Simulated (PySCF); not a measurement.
# How methods differ on the electron affinity of Ge

Ge⁻ [Ar] 3d10 4s2 4p3 (4S) → Ge [Ar] 3d10 4s2 4p2 (3P), as a difference of total energies. Computed with PySCF 2.14 in aug-cc-pVTZ-DK, with the spin-free X2C one-electron Hamiltonian (Gaussian nucleus). Correlated levels: valence: [Ar] 3d10 frozen. The calculations carry no spin-orbit coupling.

```csv
method,electron affinity (eV)
UHF,0.838
MP2 (valence),1.303
SCS-MP2 (valence),1.137
CCSD (valence),1.277
CCSD(T) (valence),1.325
```

Q: How much does correlation contribute at CCSD(T) (valence)?

A: 1.325 − (0.838) = 0.487 eV, measured against UHF.

The reference lies between the lowest fine-structure levels, while these numbers refer to the centres of the terms.

Errors of the correlated levels include the incompleteness of this basis and the frozen core.

For comparison: 1.233 eV (measured; photodetachment measurements, as compiled on the Wikipedia data page of electron affinities).
